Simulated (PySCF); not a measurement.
[Co(SH)4]2-: Co(II) (d7), charge -2. The structure is a model geometry with rigid ligands and bond lengths from ionic radii, not a minimum; coordination tetrahedral, point group S4, metal–donor distances 2.37 Å.

Method (PySCF 2.14, density fitting): CASSCF(7,5) with orbitals averaged over all microstates of the shell, strongly contracted NEVPT2 on the averaged canonical orbitals; basis x2c-TZVPall on the metal, x2c-SVPall elsewhere; spin-free X2C; IEF-PCM water; spin-orbit coupling by state interaction with the mean-field operator over all roots.

CASSCF energies above the lowest CASSCF root:

```csv
state,CASSCF / cm⁻¹
4B (from 4A2),0
4E (from 4T2),1818
4B (from 4T2),3953
4A (from 4T1),4069
4E (from 4T1),4815
2E (from 2T1),19266
2B (from 2E),19323
2A,19366
2A,19569
2A (from 2T1),19671
4A (from 4T1),20132
2E (from 2T2),20748
4E (from 4T1),20774
2B (from 2T2),21216
2E (from 2T1),24794
2A (from 2T1),25434
2B (from 2T2),25461
2E (from 2T2),25554
2A (from 2E),26284
2A (from 2T1),26907
2B (from 2E),26971
2E (from 2T1),27534
```

Task: How does dynamic correlation (SC-NEVPT2) move these states?

Result: 
| state | NEVPT2 / cm⁻¹ | shift / cm⁻¹ |
| --- | --- | --- |
| 4B (from 4A2) | 0 | 0 |
| 4E (from 4T2) | 2797 | +979 |
| 4B (from 4T2) | 6126 | +2173 |
| 4A (from 4T1) | 6253 | +2184 |
| 4E (from 4T1) | 7428 | +2613 |
| 2E (from 2T1) | 18300 | -966 |
| 2B (from 2E) | 18299 | -1024 |
| 2A | 18551 | -815 |
| 2A | 18942 | -627 |
| 2A (from 2T1) | 18853 | -818 |
| 4A (from 4T1) | 18570 | -1562 |
| 2E (from 2T2) | 20706 | -42 |
| 4E (from 4T1) | 19491 | -1283 |
| 2B (from 2T2) | 21622 | +406 |
| 2E (from 2T1) | 22853 | -1940 |
| 2A (from 2T1) | 24644 | -790 |
| 2B (from 2T2) | 24452 | -1010 |
| 2E (from 2T2) | 24255 | -1299 |
| 2A (from 2E) | 25504 | -780 |
| 2A (from 2T1) | 26263 | -644 |
| 2B (from 2E) | 26650 | -322 |
| 2E (from 2T1) | 27218 | -316 |

NEVPT2 lifts 4B (from 4T2) from 3953 to 6126 cm⁻¹; on the d shell alone such lifts tend to overshoot. Gaps between spin states lean to high spin in this active space.
